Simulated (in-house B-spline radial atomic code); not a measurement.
Configurations of Ar V (Ar4+), with energies counted from [Ne] 3s2 3p2. All numbers are computed (non-relativistic CAM-B3LYP, spin-polarised, spherical fractional occupations, exact exchange averaged over the configuration; point nucleus) with a B-spline radial code for spherical atoms, not measured. Shells without spins written out take the highest spin.

Occupations are held fixed; configurations that lie above the ionisation limit could autoionise.

| configuration | E - E(ref) (eV) | highest orbital | its <r> (bohr) |
| --- | --- | --- | --- |
| [Ne] 3s2 3p1 4d1 | 48.763 | 4d up | 3.379 |
| [He] 2s2 2p5 3s2 3p3 | 241.12 | 3p up | 1.258 |
| [He] 2s2 2p5 3s2 3p2 3d1 | 265.69 | 3d up | 1.346 |
| [He] 2s2 2p5 3s2 3p2 4s1 | 282.26 | 4s up | 2.658 |

**Question.** Order these further configurations by energy, lowest first.
A. [Ne] 3s2 3p1 4f1
B. [Ne] 3s2 3p1 4s1
C. [He] 2s2 2p5 3s2 3p2 4f1
D. [Ne] 3s2 3p1 3d1
E. [Ne] 3s1 3p2 4s1

**Answer.** D (23.506 eV), B (36.558 eV), E (48.528 eV), A (52.406 eV), C (299.22 eV).
